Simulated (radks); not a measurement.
Q: All-electron atom: Nb11+ in [Ar] 3d9 4s2 4p1 (not the ground configuration). Calculated with a radial shooting solver on a logarithmic mesh with Libxc functionals: scalar-relativistic Kohn-Sham, LDA (Slater exchange, Perdew-Wang correlation), spin-polarised, spherical densities, finite nucleus; open shells are filled with parallel spins first (spin-orbit coupling, left out, can overturn this in heavy ions); Fermi nuclear charge, rms radius 4.324 fm. Some entries of the table are withheld. Estimate them.

orbital  occ.  eigenvalue (hartree)  <r^2> (bohr^2)
1s up       1             -699.2159        0.001761
1s down     1             -699.2047        0.001761
2s up       1             -105.5062         0.02947
2s down     1             -105.4397         0.02945
2p up       3             -95.25394         0.02317
2p down     3             -95.19845         0.02315
3s up       1             -24.46470          0.2192
3s down     1             -24.37840          0.2194
3p up       3                   (1)          0.2226
3p down     3                   (2)          0.2229
3d up       5             -15.64272          0.2082
3d down     4             -15.54662          0.2086
4s up       1              -9.01652           1.130
4s down     1              -8.92455           1.134
4p up       1              -7.94362             (3)
4p down     0              -7.85331             (4)

A: 
(1) 3p up eigenvalue (hartree): -21.10342
(2) 3p down eigenvalue (hartree): -21.01576
(3) 4p up <r^2> (bohr^2): 1.257
(4) 4p down <r^2> (bohr^2): 1.263
